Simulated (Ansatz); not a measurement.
The first iterations of a band of CH3NOSe (7 atoms, charge 0, multiplicity 1).

Level of theory: RKS PBE0-D4/def2-SVP in Ansatz 0.2.0.

```
movable images  : 5
climbing image  : yes
spring          : 5.0 eV/Å²
optimiser       : quadratic models (default)
start path      : IDPP
force threshold : 0.03 eV/Å
iteration limit : 41
end points      : relaxed
```

Image 0:

```xyz
7
Properties=species:S:1:pos:R:3
N -0.210 -1.167 -0.080
C 0.182 -0.009 0.222
O 1.037 0.205 1.226
Se -0.241 1.706 -0.547
H -0.859 -1.196 -0.862
H 1.234 -0.670 1.596
H -1.143 1.132 -1.555
```

Image 6:

```xyz
7
Properties=species:S:1:pos:R:3
N -0.625 -1.295 0.102
C 0.081 -0.282 0.314
O 1.133 -0.340 1.139
Se -0.186 1.537 -0.383
H -1.450 -1.092 -0.458
H 1.718 0.408 0.972
H -0.671 1.064 -1.686
```

| iteration | highest image above the first end (eV) | largest band force component (eV/Å) |
| --- | --- | --- |
| 1 | 0.705 | 2.283 |
| 2 | 0.450 | 1.102 |
| 3 | 0.406 | 0.389 |

Question: Does the band converge within its limit, and where does its top end?

Answer: It converged. It ended after 11 iterations with the highest image 0.409 eV above the first end. A vibrational analysis at the climbing image gives one clearly imaginary mode, 453i cm⁻¹: a first-order saddle point.

Run time: 4.1 min on 1 CPU thread of a shared host.
